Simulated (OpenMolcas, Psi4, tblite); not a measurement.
# How methods differ on C2H3ClSi (SMILES ClC1=C[SiH2]1)

C2H3ClSi has 7 atoms, charge 0, and is taken as a singlet. SMILES: `ClC1=C[SiH2]1`. The coordinates come from a PBE0-D4/def2-TZVP relaxation.

Each level gives the dipole moment (D). The values are calculated.

```
         level                    kind     program  value (D)   CPU time
     IPEA1-xTB          semi-empirical      tblite       2.76  under 2 s
   HF/def2-SVP            Hartree–Fock  OpenMolcas       1.60       11 s
SVWN5/def2-SVP                     LDA  OpenMolcas       0.86       30 s
  PBE/def2-SVP                     GGA        Psi4       0.91       11 s
M06-L/def2-SVP                meta-GGA        Psi4       1.21       18 s
 TPSS/def2-SVP                meta-GGA        Psi4       1.07       24 s
BHLYP/def2-SVP           global hybrid  OpenMolcas       1.31       32 s
HSE06/def2-SVP  range-separated hybrid        Psi4       1.14       24 s
```

The values span 0.86 to 2.76 D. Magnitudes only. Times are those of the runs behind each value, whatever else they computed, on shared processors of several kinds: orders of magnitude only.
